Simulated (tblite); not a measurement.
Compound: C4H8OSi.
Geometry (GFN2-xTB, Å), atoms numbered from 1 in this order:
```xyz
14
C4H8OSi angstrom
O     -0.373    2.004    1.411
C     -0.873    1.011    0.942
C     -0.128    0.087    0.096
Si     1.660    0.678   -0.129
C     -0.895   -0.615   -1.007
C     -0.489   -1.383    0.190
H     -1.934    0.757    1.142
H      2.314    0.710    1.174
H      1.648    1.974   -0.797
H      2.307   -0.322   -0.988
H     -0.371   -0.780   -1.936
H     -1.939   -0.362   -1.130
H      0.322   -2.089    0.107
H     -1.249   -1.669    0.904
```

Computed with GFN2-xTB (tblite): harmonic, unscaled wavenumbers at the GFN2-xTB geometry, gas phase. Errors from tens to a few hundred cm⁻¹ against measured bands are possible. Modes of hydrogen on silicon can be 10 to 20 % off. One conformer, not necessarily the lowest.

Harmonic wavenumbers (cm⁻¹): 103.6, 127.1, 145.8, 222.8, 267.3, 327.6, 508.0, 545.4, 560.0, 617.4, 756.6, 784.0, 790.2, 800.2, 865.3, 920.7, 921.8, 975.2, 1050.6, 1059.4, 1062.7, 1146.7, 1257.1, 1324.3, 1387.3, 1434.1, 1483.1, 1738.5, 2227.0, 2311.8, 2319.0, 2734.9, 3072.2, 3076.2, 3091.8, 3103.3.

A = 3416, B = 2904, C = 1825 MHz; mass 100.034 u (most abundant isotopes); point group Cs, symmetry number 1.

Problem. Zero-point energy?

Solution. Half the sum of the wavenumbers: 22560 cm⁻¹ = 269.87 kJ/mol.

Problem. Entropy at 350 K, 1 bar (ideal gas, RRHO, classical rotation)?

Solution. Translation 169.63, rotation 116.12, vibration 90.70: S = 376.4 J/(mol K).

Problem. And Cp and H(350 K) − H(0)?

Solution. Cp = 141.52 J/(mol K), of which vibrations give 108.26 (their classical limit is 36 R = 299.3); H(350 K) − H(0) = 29.62 kJ/mol without the zero-point energy, 17.98 from vibrations.

Problem. What must be added to the electronic energy to get the Gibbs energy at 350 K and 1 bar?

Solution. ZPE + [H(350 K) − H(0)] − T·S = 269.87 + 29.62 − 131.76 = 167.73 kJ/mol.

Problem. How do the functions run with temperature in this model?

Solution. 
```json
{"T (K)": "50", "S (J/(mol K))": "224.6", "Cp (J/(mol K))": "43.6", "H − H(0) (kJ/mol)": "1.80", "G − H(0) (kJ/mol)": "-9.43", "ln q(vib)": "0.10"}
{"T (K)": "100", "S (J/(mol K))": "260.6", "Cp (J/(mol K))": "61.4", "H − H(0) (kJ/mol)": "4.45", "G − H(0) (kJ/mol)": "-21.61", "ln q(vib)": "0.63"}
{"T (K)": "298.15", "S (J/(mol K))": "355.1", "Cp (J/(mol K))": "124.8", "H − H(0) (kJ/mol)": "22.71", "G − H(0) (kJ/mol)": "-83.17", "ln q(vib)": "3.82"}
{"T (K)": "373.15", "S (J/(mol K))": "385.7", "Cp (J/(mol K))": "148.6", "H − H(0) (kJ/mol)": "32.98", "G − H(0) (kJ/mol)": "-110.96", "ln q(vib)": "5.14"}
{"T (K)": "500", "S (J/(mol K))": "434.1", "Cp (J/(mol K))": "182.0", "H − H(0) (kJ/mol)": "54.04", "G − H(0) (kJ/mol)": "-163.00", "ln q(vib)": "7.41"}
{"T (K)": "750", "S (J/(mol K))": "517.2", "Cp (J/(mol K))": "227.7", "H − H(0) (kJ/mol)": "105.70", "G − H(0) (kJ/mol)": "-282.23", "ln q(vib)": "11.84"}
{"T (K)": "1000", "S (J/(mol K))": "587.1", "Cp (J/(mol K))": "257.0", "H − H(0) (kJ/mol)": "166.55", "G − H(0) (kJ/mol)": "-420.51", "ln q(vib)": "16.01"}
```

q(vib) and H(0) count from the zero-point level.

Hindered rotation and anharmonicity are outside this model. Other conformers, if any are populated, would add a mixing term that is left out.
